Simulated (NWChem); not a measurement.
# C₂H₇BO; SMILES BOCC

```xyz
11

B     -0.1928     1.8107    -0.2613
H      0.2125     1.8588    -1.4069
H     -0.7515     2.7400     0.2731
O     -0.0298     0.6991     0.4666
C      0.5934    -0.4707    -0.0298
C     -0.3902    -1.6170    -0.0777
H      1.0195    -0.2708    -1.0289
H      1.4279    -0.7095     0.6499
H     -1.2038    -1.4099    -0.7894
H      0.1156    -2.5422    -0.3926
H     -0.8367    -1.7866     0.9133
```
Atoms are numbered in this order, from 1.

Program: NWChem. Medium grid unless said otherwise, to which SCAN and Minnesota functionals are sensitive. Structure relaxed at the PBE0/def2-SVP level. Total energies of different functionals are on different scales.

| level | energy (Ha) | highest occupied level (eV) | orbital gap (eV) | dipole (D) |
|---|---|---|---|---|
| PBE/def2-SVP | -180.1434 | -6.88 | 5.76 | 1.95 |
| B3LYP/def2-SVP | -180.3986 | -8.17 | 7.85 | 1.88 |
| LDA (Slater exchange, VWN5)/def2-SVP | -178.7926 | -6.92 | ? | ? |
| CAM-B3LYP/def2-SVP | -180.2968 | -9.84 | 10.91 | 1.88 |
| M06-2X/def2-SVP | -180.2989 | -9.81 | 10.75 | 1.86 |
| TPSSh/def2-SVP | -180.4104 | -7.69 | 7.19 | 1.92 |

**Question.** Fill in the missing entries.

**Answer.** 
- LDA (Slater exchange, VWN5)/def2-SVP, orbital gap (eV): 5.55
- LDA (Slater exchange, VWN5)/def2-SVP, dipole (D): 2.01
